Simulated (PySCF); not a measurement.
**¹⁹F chemical shifts**

[PySCF 2.14.0 with density-fitted response routines: NMR shieldings at PBE0/pcSseg-1/GIAO; geometry: GFN2-xTB; one conformer; no relativistic terms; rapidly exchanging positions averaged; isolated molecule]

Shieldings were converted by a linear fit to measured shifts: ¹⁹F (scatter 6.0 ppm rms, 7.0 ppm with the 5 outliers that the fit left out vs CFCl3, solution or neat liquid, with a term for F on sp3 carbon). Occasional misses reach two or three times the rms, and more in compound classes unlike the fitted ones.

(1) Give the ¹⁹F shifts of `CCC1(F)OCOCO1`.

(2) Order these by ¹⁹F shift, lowest first.
A. C=C/N=C(\C)CC(F)F
B. C[C@@H]1C[C@@H](C#N)[C@H]1F
C. CC(C)(F)F

## Answers

(1) 
| compound | environment | δ (ppm) |
| --- | --- | --- |
| CCC1(F)OCOCO1 | fluorine on an sp3 carbon | -107.8 |

(2) B (-167.7 ppm, fluorine on an sp3 carbon), A (-110.9 ppm, fluorine of a CF2 group), C (-95.4 ppm, fluorine of a CF2 group).
